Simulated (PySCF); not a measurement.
Stepwise substitution at one centre (B I-H). All species are isolated molecules in the gas phase. Strings in code marks are SMILES.

The dipole moment from two functionals at the same geometries (CAM-B3LYP-D3(BJ)/def2-TZVP), both in PySCF: PBE-D3(BJ)/def2-TZVP and TPSSh-D3(BJ)/def2-TZVP. 

```
species                            TPSSh-D3(BJ)/def2-TZVP (D)
---------------------------------  --------------------------
0 of 3 I replaced by H (`IB(I)I`)                        0.00
1 of 3 I replaced by H                                   0.11
2 of 3 I replaced by H                                   0.37
3 of 3 I replaced by H                                   0.00
```

What does PBE-D3(BJ)/def2-TZVP give for each?


- 0 of 3 I replaced by H (`IB(I)I`): 0.00
- 1 of 3 I replaced by H: 0.01
- 2 of 3 I replaced by H: 0.16
- 3 of 3 I replaced by H: 0.00
Over these rows, drawn at random from the members with no instability flagged (it was tested for open shells, ions and some series alone), PBE minus TPSSh-D3(BJ): mean -0.08 D, from -0.22 D to 0.00 D.
